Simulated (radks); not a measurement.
Results of a calculation; reference values are marked as such.
Valence configurations of Lu I (all share [Xe]). Code: a radial shooting solver on a logarithmic mesh with Libxc functionals. Model: Dirac Kohn-Sham, PBEsol, spin-unpolarised, spherical densities, point nucleus; open shells fill j = l - 1/2 first. Energies are relative to 4f14 5d1 6s2; eigenvalues in eV.

[
 {"valence": "4f14 5d1 6s2", "E (eV)": "0.000", "e(4f5/2)": "-10.317", "e(4f7/2)": "-8.794", "e(5d3/2)": "-1.887", "e(6p1/2)": "-", "e(6s1/2)": "-4.627"},
 {"valence": "4f13 5d1 6s2 6p1", "E (eV)": "11.781", "e(4f5/2)": "-20.682", "e(4f7/2)": "-19.079", "e(5d3/2)": "-5.165", "e(6p1/2)": "-2.493", "e(6s1/2)": "-6.281"},
 {"valence": "4f14 6s2 6p1", "E (eV)": "0.864", "e(4f5/2)": "-13.349", "e(4f7/2)": "-11.824", "e(5d3/2)": "-", "e(6p1/2)": "-2.359", "e(6s1/2)": "-5.854"},
 {"valence": "4f13 5d2 6s2", "E (eV)": "9.794", "e(4f5/2)": "-17.347", "e(4f7/2)": "-15.746", "e(5d3/2)": "-2.960", "e(6p1/2)": "-", "e(6s1/2)": "-4.964"},
 {"valence": "4f12 5d3 6s2", "E (eV)": "25.775", "e(4f5/2)": "-24.955", "e(4f7/2)": "-23.276", "e(5d3/2)": "-4.001", "e(6p1/2)": "-", "e(6s1/2)": "-5.179"},
 {"valence": "4f13.5 5d1.5 6s2", "E (eV)": "4.162", "e(4f5/2)": "-13.759", "e(4f7/2)": "-12.198", "e(5d3/2)": "-2.430", "e(6p1/2)": "-", "e(6s1/2)": "-4.816"},
 {"valence": "4f12 5d2 6s2 6p1", "E (eV)": "28.896", "e(4f5/2)": "-28.565", "e(4f7/2)": "-26.885", "e(5d3/2)": "-6.471", "e(6p1/2)": "-2.570", "e(6s1/2)": "-6.589"},
 {"valence": "4f14 5d3", "E (eV)": "5.892", "e(4f5/2)": "-8.648", "e(4f7/2)": "-7.126", "e(5d3/2)": "-1.192", "e(6p1/2)": "-", "e(6s1/2)": "-"},
 {"valence": "4f14 5d1.5 6s1.5", "E (eV)": "1.404", "e(4f5/2)": "-9.708", "e(4f7/2)": "-8.185", "e(5d3/2)": "-1.589", "e(6p1/2)": "-", "e(6s1/2)": "-4.461"},
 {"valence": "4f14 5d1 6s1.5 6p0.5", "E (eV)": "1.563", "e(4f5/2)": "-10.954", "e(4f7/2)": "-9.430", "e(5d3/2)": "-2.370", "e(6p1/2)": "-1.837", "e(6s1/2)": "-4.996"}
]

NIST lists [Xe] 4f14 5d1 6s2 as the ground configuration; this level of theory agrees among the configurations tried. The energies are those of spherical spin-averaged densities, not of single terms.
